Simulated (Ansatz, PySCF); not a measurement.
Lewis adduct: AlH3 (SMILES [AlH3]) (first 4 atoms) with AsH3 (SMILES [AsH3]); geometry from B3LYP-D3(BJ)/def2-TZVP, rigid monomers moved along the line of their centres of mass till Al1···As5 is 3.74 Å.
(charge 0, multiplicity 1):
```tsv
atom	x (Å)	y (Å)	z (Å)
Al	0.2822	0.6255	0.5610
H	-0.5405	-0.2926	-0.4415
H	-0.2475	2.0913	0.8698
H	1.8116	0.2894	0.8303
As	-1.0254	-0.9357	3.6938
H	-0.5603	-0.4357	5.0416
H	-0.8063	-2.4072	3.9578
H	-2.5067	-0.9141	3.9908
```

Interaction energies are E(AB) − E(A) − E(B) at the monomers' geometry in the complex; basis-set methods are counterpoise corrected.

Correlated levels freeze the cores. Filled d and f shells under p-block atoms count as core. CBS(a, b) extrapolates the correlation energy as X⁻³ and adds the Hartree–Fock energy of set b.

Programs: Ansatz (Gaussian basis) for Hartree–Fock, density functionals and correlated methods; PySCF for the dispersion terms. Values without a source in brackets are computed.

Problem. What interaction energy does B3LYP-D4/def2-TZVPPD give?

Solution. -25 kJ/mol

Ansatz is an electronic-structure program.
